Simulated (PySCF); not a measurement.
calicene (C8H6), SMILES C1=CC(=C2C=C2)C=C1. The structure is a stationary point at PBE-D3(BJ)/def2-SVP.

Level of theory: PBE-D3(BJ)/def2-SVP run with PySCF.

Harmonic wavenumbers (cm⁻¹): 135, 140, 204, 424, 476, 479, 577, 623, 683, 710, 744, 803, 858, 868, 895, 902, 910, 912, 1007, 1030, 1046, 1075, 1183, 1203, 1309, 1372, 1469, 1545, 1560, 1804, 3137, 3148, 3164, 3170, 3183, 3222. Rotational constants (GHz): 6.676, 1.404, 1.160; symmetry number 2.

Question: Work out the zero-point energy and the ideal-gas rigid-rotor harmonic-oscillator thermochemistry at 298.15 K and 1 atm.

Answer: ZPE = ½ Σ hcν = ½ × 45969 cm⁻¹ = 65.72 kcal/mol. H − E(el) = 70.54 kcal/mol. Entropy in cal/(mol K): translation 39.78, rotation 26.41, vibration 13.43, total 79.62. G − E(el) = 46.80 kcal/mol. Cp = 28.10 cal/(mol K). Modes under 150 cm⁻¹ make the vibrational entropy uncertain.
